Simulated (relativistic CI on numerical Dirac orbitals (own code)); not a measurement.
Rh+: 4s photoemission

Computed with this model: Dirac-Coulomb-Breit CI, separate exchange-only KLI orbitals for each configuration, a model potential for QED, valence Slater integrals scaled by 0.9, multiplet model of photoemission in the sudden approximation; configurations [Kr] 4d8 → [Ar] 3d10 4s 4p6 4d8; 80 K; Lorentzian 2 eV and Gaussian 0.6 eV FWHM. Energies are those of the free ion, without screening or charge transfer. The energies are binding energies and can lie tens of eV above those of solids. Without intra-shell correlation the exchange splitting of an s hole comes out too large, often by half or more. S is read from ⟨S²⟩ = S(S + 1).

Computed curve for free ion, scaled to 100 at the maximum (points under 2 are left out and the grid is thinned):

```csv
Energy (eV),Intensity
95.2,2.0
95.6,2.2
95.8,2.3
96.2,2.6
96.4,2.8
96.8,3.1
97.2,3.5
97.4,3.7
97.8,4.3
98.0,4.6
98.4,5.4
98.8,6.3
99.0,6.9
99.4,8.4
99.6,9.3
100.0,11.6
100.2,13.1
100.6,17.1
101.0,23.1
101.2,27.2
101.6,38.9
101.8,47.0
102.2,67.9
102.6,90.4
102.8,97.8
103.2,96.5
103.4,88.3
103.8,66.1
104.2,46.9
104.4,39.8
104.8,30.1
105.0,27.0
105.4,23.4
105.8,22.7
106.0,23.3
106.4,26.7
106.6,29.5
107.0,37.5
107.4,46.4
107.6,49.4
108.0,48.0
108.2,43.9
108.6,32.7
109.0,23.0
109.2,19.3
109.6,14.0
109.8,12.1
110.2,9.2
110.4,8.2
110.8,6.6
111.2,5.4
111.4,5.0
111.8,4.2
112.0,3.9
112.4,3.4
112.8,2.9
113.0,2.8
113.4,2.5
113.6,2.3
114.0,2.1
```

The ground state has S = 1.00, and the centroid lies at 104.51 eV.
